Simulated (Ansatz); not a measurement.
CH3S (SMILES C[S-]), charge -1, singlet, geometry from GFN2-xTB (a gas-phase anion, which may not be bound at this level). Base run: BLYP/STO-3G (Ansatz, a program for electronic structure).

Geometry (Å):
```xyz
5

C     -0.0316     1.1085     0.0062
S      0.0198    -0.6956    -0.0039
H     -1.0684     1.4637    -0.0329
H      0.4348     1.5012     0.9177
H      0.5059     1.5132    -0.8598
```
Charge -1, spin multiplicity 1.
All else is at Ansatz's defaults.
Base energy -432.92707 Eh.

The base run was repeated with changes; each row names its change, and settings that it needs were set with it.

```csv
change,ΔE vs base (kcal/mol)
base,0.000
"point_charge = charge:-1.0 position_ang:3.0556, -2.3229, 1.2079",86.0
fitting.mean_field = cc-pVTZ-JKFIT,-0.120
forces = on,0.000
"final_grid = 6, 12, 29",-0.001
nuclear_model = gaussian,0.133
"final_grid = 14, 28, 59",0.000
"final_grid = 4, 8, 17",0.033
"point_charge = charge:1.0 position_ang:-3.9447, 0.422, 2.4954",-69.5
fitting.mean_field = def2-universal-JKFIT,-0.70
lower_state_search = full,0.000
```

A gas-phase anion may not be bound at this level; its values then depend on the basis.
